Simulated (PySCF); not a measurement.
**C⁺ (carbon, charge +1) across methods**

[He] 2s2 2p1, 2P determinant. Computed with PySCF 2.14 in x2c-TZVPPall (5s3p2d1f, 31 functions), with the spin-free X2C one-electron Hamiltonian (Gaussian nucleus).

```tsv
method	E (hartree)	mean ε 2s α (eV)	mean ε 2s β (eV)	mean ε 2p α (eV)	Σ⟨r²⟩ (bohr²)	⟨S²⟩
LDA	-37.0530	-26.110	-24.593	-17.794	8.130	0.751
UHF	-37.31066	-33.315	-29.603	-24.871	8.052	0.757
BHandHLYP	-37.4462	-29.957	-27.632	-21.654	8.026	0.753
PBE	-37.3878	-26.166	-24.700	-17.946	8.067	0.752
PBE0	-37.3979	-28.145	-26.237	-19.788	8.034	0.753
MN15	-37.4154	-28.633	-26.931	-20.206	8.062	0.751
wB97X-V	-37.4453	-30.816	-28.962	-22.295	8.079	0.752
M06	-37.4269	-27.882	-26.218	-19.570	7.994	0.751
r2SCAN	-37.4196	-26.656	-24.883	-18.636	8.025	0.755
```
